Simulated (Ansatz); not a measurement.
Frontier orbitals of ClH2O3Ta (`[O]=[Ta]([OH])([OH])[Cl]`).

Total charge 0; spin multiplicity 1. Correlated methods include outer-core shells of Ta, which these sets cover unevenly. Ta: def2 effective core potential. The structure was optimised at the PBE0-D4/def2-TZVP level. It is one conformer, not always the lowest. Basis def2-TZVPP, Ansatz.

```csv
functional,HOMO (eV),LUMO (eV),gap (eV)
LDA (SPW92),-7.72,-2.51,5.21
PBE,-7.49,-2.25,5.24
revPBE,-7.40,-2.15,5.25
PBE0,-9.07,-1.41,7.66
HSE06 (plane-wave form),-8.66,-1.79,6.87
ωB97X-V,-11.48,0.82,12.30
ωB97M-V,-11.37,0.70,12.07
HF,-12.60,1.70,14.30
```

From PBE to PBE0 the HOMO moves by −1.58 eV and the LUMO by +0.84 eV, and with ωB97M-V by −3.88 and +2.95 eV, so the gap grows from 5.24 to 12.06 eV with exact exchange. A positive LUMO is unbound and depends on the basis.
